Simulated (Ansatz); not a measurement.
trans-PdH2(NH3)2 (PdN₂H₈). Total charge 0; singlet. Geometry r2SCAN-D4/def2-SVP, basis def2-TZVP, Ansatz.

```json
{"run": "A", "HOMO (eV)": "-4.30", "LUMO (eV)": "-1.30"}
{"run": "B", "HOMO (eV)": "-4.23", "LUMO (eV)": "-1.18"}
{"run": "C", "HOMO (eV)": "-7.48", "LUMO (eV)": "1.59"}
{"run": "D", "HOMO (eV)": "-6.52", "LUMO (eV)": "0.57"}
{"run": "E", "HOMO (eV)": "-4.84", "LUMO (eV)": "-0.65"}
{"run": "F", "HOMO (eV)": "-4.82", "LUMO (eV)": "-0.53"}
```

In the def2 sets Pd takes a core potential; there is no spin–orbit coupling. HSE06 is defined as in plane-wave codes, on full-range PBE exchange.

Q: The runs used CAM-B3LYP, HSE06, LDA (SPW92), PBE, r2SCANh, ωB97X-V. Estimate which is which.

A: A LDA (SPW92) (0 % exact exchange); B PBE (0 % exact exchange); C ωB97X-V (range-separated); D CAM-B3LYP (range-separated); E HSE06 (range-separated); F r2SCANh (10 % exact exchange). Exact exchange lowers occupied and raises empty levels; among semilocal functionals meta-GGAs tend to open the gap a little, and such runs are hard to tell apart. The gap grows from 2.99 eV (LDA (SPW92)) to 9.07 eV (ωB97X-V).
